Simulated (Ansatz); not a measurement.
BiF3⁺, relaxed as a doublet with UKS PBE-D4/def2-TZVP in Ansatz, starting from the PBE-D4/def2-TZVP geometry of the neutral singlet. Force threshold 0.02 eV/Å.

In the def2 sets Bi takes a core potential; there is no spin–orbit coupling.

Start:

```xyz
4

Bi    0.322    0.688    0.141
F    -1.524    0.252    0.832
F     1.203   -1.012    0.780
F    -0.001    0.072   -1.753
```

Estimate the energy that the relaxation releases and the steps that it takes.

10.3 kJ/mol, in 4 steps; 4.1 s on 4 threads of AMD EPYC 7R43 on a shared host. No frequencies were taken in this run, so the end may be a saddle point.

Does the start keep its bonding and symmetry?

By distances, no bond broke or formed. The bond that changes most is Bi1–F4, from 2.02 to 2.00 Å (atoms count from 1). Point group C3v at the start, C3v at the end, both within 0.05 Å.

Predict the relaxed structure.


Cartesian coordinates in Å:
```
Bi 0.2492 0.5330 0.1096
F -1.5781 0.3305 0.8916
F 1.2997 -1.0035 0.8356
F 0.0292 0.1399 -1.8368
```
Bond lengths: 3 × Bi–F 2.00 Å.
